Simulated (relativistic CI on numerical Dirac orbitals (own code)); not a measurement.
Tl VIII: computed level list

Method of calculation: Dirac-Coulomb-Breit CI, KLI orbitals optimised for each configuration, a model potential for QED, unscaled Slater integrals (own radial code, finite nucleus).

CI space (outside the closed core [Kr] 4d10 4f14 5s2): 5p6 5d6, 5p6 5d5 6s, 5p6 5d5 5f, 5p6 5d5 6p, 5p5 5d7, 5p6 5d4 6s 6p, 5p6 5d5 5g, 5p6 5d5 6d, 5p6 5d5 7p, 5p6 5d4 6s2, 5p6 5d3 5f 6s2, 5p6 5d3 6s2 6p, 5p6 5d3 5g 6s2, 5p6 5d3 6s2 6d. Double excitations out of closed p, d and f shells are left out; levels of such configurations are missing from the list, as are those of other unlisted configurations, and high levels can miss mixing partners.

The lowest level is 5p6 5d6 5D_4, with 73 % of that term; Hund's rules for 5p6 5d6 give 5D with J = 4, in agreement.

| No. | Configuration | Term | J | E (cm⁻¹) | % | Next component (%) | Lifetime (s) |
| --- | --- | --- | --- | --- | --- | --- | --- |
| 1 | 5p6 5d6 | 5D | 4 | 0.0 | 73 | 21 3F |  |
| 2 | 5p6 5d6 | 5D | 2 | 9079.2 | 47 | 35 3P | 7.99e+02 |
| 3 | 5p6 5d6 | 5D | 3 | 13193.7 | 88 | 8 3F | 1.44e-02 |
| 4 | 5p6 5d6 | 5D | 0 | 17320.5 | 66 | 24 3P | 3.87e+02 |
| 5 | 5p6 5d6 | 5D | 1 | 18038.5 | 76 | 18 3P | 2.47e-02 |
| 6 | 5p6 5d6 | 3H | 4 | 24214.9 | 26 | 23 1G | 6.48e-03 |
| 7 | 5p6 5d6 | 3G | 5 | 31586.8 | 52 | 48 3H | 4.04e-02 |
| 8 | 5p6 5d6 | 3H | 6 | 31977.7 | 80 | 20 1I | 9.20e+02 |
| 9 | 5p6 5d6 | 5D | 2 | 35969.5 | 45 | 18 1D | 2.97e-03 |
| 10 | 5p6 5d6 | 3F | 3 | 37753.3 | 44 | 35 3G | 5.97e-03 |
| 11 | 5p6 5d6 | 3F | 2 | 39457.0 | 57 | 28 3P | 4.63e-03 |
| 12 | 5p6 5d6 | 1S | 0 | 46900.0 | 58 | 27 5D | 1.94e-03 |
| 13 | 5p6 5d6 | 3H | 4 | 47085.4 | 52 | 24 3F | 4.09e-03 |
| 14 | 5p6 5d6 | 3D | 1 | 48880.4 | 70 | 21 3P | 5.30e-03 |
| 15 | 5p6 5d6 | 3G | 4 | 50406.5 | 46 | 27 3F | 5.44e-03 |
| 16 | 5p6 5d6 | 3D | 2 | 50498.7 | 60 | 25 3P | 8.93e-03 |
| 17 | 5p6 5d6 | 3H | 5 | 52490.4 | 52 | 48 3G | 6.39e-03 |
| 18 | 5p6 5d6 | 3D | 3 | 54231.0 | 67 | 22 3F | 3.22e-03 |
| 19 | 5p6 5d6 | 3P | 0 | 57038.5 | 96 | 3 1S | 1.08e-02 |
| 20 | 5p6 5d6 | 3G | 3 | 57366.7 | 47 | 37 3F | 5.41e-03 |
| 21 | 5p6 5d6 | 1I | 6 | 58617.7 | 80 | 20 3H | 7.23e-03 |
| 22 | 5p6 5d6 | 1F | 3 | 61142.9 | 55 | 35 3F | 7.14e-03 |
| 23 | 5p6 5d6 | 3P | 1 | 65473.9 | 74 | 21 3D | 2.41e-03 |
| 24 | 5p6 5d6 | 1G | 4 | 68782.8 | 64 | 24 3F | 3.89e-03 |
| 25 | 5p6 5d6 | 1D | 2 | 70358.4 | 52 | 25 3P | 2.93e-03 |
| 26 | 5p6 5d6 | 3P | 1 | 75437.1 | 87 | 10 5D | 1.08e-03 |
| 27 | 5p6 5d6 | 3F | 4 | 82109.3 | 76 | 11 3G | 1.83e-03 |
| 28 | 5p6 5d6 | 3F | 2 | 82121.7 | 87 | 7 3D | 2.11e-03 |
| 29 | 5p6 5d6 | 1G | 4 | 94915.9 | 77 | 15 3F | 1.54e-03 |
| 30 | 5p6 5d6 | 3P | 2 | 95618.0 | 67 | 17 1D | 1.50e-03 |
| 31 | 5p6 5d6 | 3F | 3 | 96017.8 | 53 | 28 1F | 1.63e-03 |
| 32 | 5p6 5d6 | 3P | 0 | 96207.3 | 58 | 35 1S | 8.74e-04 |
| 33 | 5p6 5d6 | 1D | 2 | 112121.3 | 94 | 2 3D | 1.77e-03 |
| 34 | 5p6 5d6 | 1S | 0 | 142777.8 | 92 | 7 3P | 6.37e-04 |
| 35 | 5d5(6S) 6s | 7S | 3 | 178468.5 | 80 | 17 5P | 3.03e-04 |
| 36 | 5d5(6S) 6s | 5S | 2 | 202953.5 | 40 | 17 3P | 1.18e-05 |
| 37 | 5d5(4G) 6s | 5G | 3 | 208960.1 | 18 | 18 5D | 2.80e-05 |
| 38 | 5d5(4G) 6s | 5G | 2 | 212615.2 | 45 | 27 5S | 1.80e-05 |
| 39 | 5d5(4G) 6s | 5G | 4 | 218048.0 | 57 | 17 5D | 3.27e-05 |
| 40 | 5d5(4G) 6s | 5G | 6 | 219876.8 | 76 | 19 3H | 2.91e-05 |
| 41 | 5d5(4D) 6s | 5D | 2 | 220249.2 | 40 | 30 5P | 2.28e-05 |
| 42 | 5d5(4G) 6s | 5G | 5 | 221088.8 | 76 | 9 3H | 3.35e-05 |
| 43 | 5d5(4G) 6s | 5G | 3 | 221236.1 | 57 | 12 5P | 3.13e-05 |
| 44 | 5d5(4P) 6s | 5P | 1 | 221929.4 | 43 | 42 5D | 3.08e-05 |
| 45 | 5d5(4D) 6s | 5D | 4 | 229779.3 | 51 | 29 5G | 2.48e-05 |

Energies count from the lowest computed level; lifetimes are radiative, by E1, M1, E2 decay to levels of this space only. Percentages are summed over parent terms; the parents shown are those of the largest component, closed shells are left out there.

The mean weight of the leading LS term, summed over parents, in these 45 levels is 62 %, and that of the leading jj configuration (from the same eigenvectors) 69 %.

At this charge configurations can still be misplaced by up to about 7 % of their energy. Terms inside the open d or f shell come out 10 to 20 % too wide with unscaled integrals. Levels and lines within the n = 5 or 6 shells can be off by up to 10 % or somewhat more, and those that change n by about 2 %, since core polarisation is missing.

LS names give the leading component of a level, which can be under half, so a name can repeat, a term be missing and a line seem to break the LS rules.
